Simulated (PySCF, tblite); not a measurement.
Compound: C4H11NSi2.
Structure used (GFN2-xTB), in Å, numbered top down from 1:
```xyz
18
C4H11NSi2 angstrom
N      2.9857    1.2698   -0.8178
C      2.3544    0.8386    0.0329
C      1.5468    0.3075    1.0981
C      0.1973   -0.2267    0.5785
Si     0.4780   -1.6989   -0.6114
C     -0.6091    0.9153   -0.0433
Si    -2.4169    0.5066   -0.4731
H      1.3856    1.1099    1.8282
H      2.1114   -0.4905    1.5900
H     -0.3476   -0.5891    1.4590
H      1.0199   -1.2089   -1.8749
H      1.4331   -2.6067    0.0319
H     -0.7919   -2.3950   -0.8100
H     -0.0922    1.2705   -0.9387
H     -0.6140    1.7613    0.6537
H     -3.0355   -0.1697    0.6717
H     -2.4904   -0.3510   -1.6562
H     -3.1234    1.7631   -0.7303
```

Method used: wB97X-D/def2-SVPD in PySCF (dipole) on a GFN2-xTB geometry, gas phase.

Masses are those of the commonest isotopes; rigid-rotor values at the optimised geometry. The values belong to one conformer with, in the numbering `[N:1]#[C:2][CH2:3][C@H:4]([SiH3:5])[CH2:6][SiH3:7]`, C2–C3–C4–Si5 64°, C3–C4–C6–Si7 -170°.

(1) What are A, B and C (GHz)?

(2) Classify the top.

(3) Is it planar, by Δ = Ic − Ia − Ib?

(4) Give the other two planar moments, Paa and Pbb, and the rms extents of the mass along the axes.

(5) Where do the levels up to J = 4 lie, in MHz?

(6) Which types of transition are allowed, and where do some lines up to J = 4 fall?

Results:

(1) Ia = 210.80, Ib = 482.88, Ic = 584.26 u·Å²; 505379 MHz·u·Å²/I gives 2397, 1047 and 865.0 MHz, that is A = 2.3975, B = 1.0466, C = 0.8650 GHz.

(2) An asymmetric top; Ray's κ = -0.763.

(3) Not planar: Δ = Ic − Ia − Ib = -109.41 u·Å². For a rigid frame Δ = −2 Σ m c², so Σ m c² = 54.71 u·Å² lies off the ab plane: 16.02 from hydrogen and 38.68 from heavier atoms. The atom farthest from that plane is 1.75 Å away.

(4) Paa = Σ m a² = (Ib + Ic − Ia)/2 = 428.18 and Pbb = Σ m b² = (Ia + Ic − Ib)/2 = 156.09 u·Å². With the mass M = 129.04 u, the rms extents √(P/M) along a, b and c are 1.82, 1.10, 0.65 Å.

(5) Above 0(0,0):
J = 1: 1(0,1) 1912, 1(1,1) 3262, 1(1,0) 3444
J = 2: 2(0,2) 5718, 2(1,2) 6904, 2(1,1) 7449, 2(2,1) 11502, 2(2,0) 11519
J = 3: 3(0,3) 11385, 3(1,3) 12356, 3(1,2) 13445, 3(2,2) 17236, 3(2,1) 17321, 3(3,1) 24455, 3(3,0) 24456
J = 4: 4(0,4) 18869, 4(1,4) 19608, 4(1,3) 21417, 4(2,3) 24869, 4(2,2) 25116, 4(3,2) 32133, 4(3,1) 32140, 4(4,1) 42196, 4(4,0) 42196
The levels of one J sum to (2J + 1)J(J + 1)(A + B + C)/3.

(6) The dipole components are |μa| = 1.97 D, |μb| = 0.62 D, |μc| = 3.06 D. Intensities carry the squares of the components, which stand as 0.41 : 0.04 : 1.00 (a : b : c). Some lines, for components of 0.1 D or more:

```tsv
type	branch	J(Ka,Kc)	MHz	lower level (cm⁻¹)
a	Q	2(1,1) ← 2(1,2)	545	0.230
c	Q	1(1,1) ← 1(0,1)	1351	0.064
b	Q	2(1,1) ← 2(0,2)	1731	0.191
c	Q	4(2,3) ← 4(1,3)	3452	0.714
a	R	2(1,2) ← 1(1,1)	3642	0.109
b	Q	2(2,1) ← 2(1,2)	4598	0.230
b	Q	3(2,2) ← 3(1,3)	4880	0.412
b	R	2(1,2) ← 1(0,1)	4992	0.064
a	R	3(2,2) ← 2(2,1)	5735	0.384
b	Q	3(3,0) ← 3(2,1)	7135	0.578
b	Q	4(3,2) ← 4(2,3)	7263	0.830
a	R	4(2,3) ← 3(2,2)	7633	0.575
a	R	4(3,2) ← 3(3,1)	7678	0.816
a	R	4(3,1) ← 3(3,0)	7684	0.816
b	R	2(2,1) ← 1(1,0)	8057	0.115
b	R	4(1,4) ← 3(0,3)	8223	0.380
b	Q	4(4,1) ← 4(3,2)	10064	1.072
c	R	3(2,2) ← 2(1,2)	10332	0.230
c	R	4(2,2) ← 3(1,2)	11672	0.448
b	R	4(2,2) ← 3(1,3)	12760	0.412
b	R	4(3,2) ← 3(2,1)	14812	0.578
b	R	4(4,1) ← 3(3,0)	17740	0.816
c	R	4(4,1) ← 3(3,1)	17741	0.816
```

Its GFN2-xTB frequencies are all real (lowest 53 cm⁻¹). Zero-point vibration and centrifugal distortion are left out. A rigid rotor knows nothing of internal rotation, which can split or shift real lines. Quadrupole hyperfine structure (14N) is left out.

Hardware: one thread of an Arm Neoverse N1, shared host with 64 logical CPUs at a one-minute load of 61. Cost: 2.0 min, 1.0 GiB resident at most. This is the wB97X-D/def2-SVPD job that gave the dipole, with the excitations it also computed.
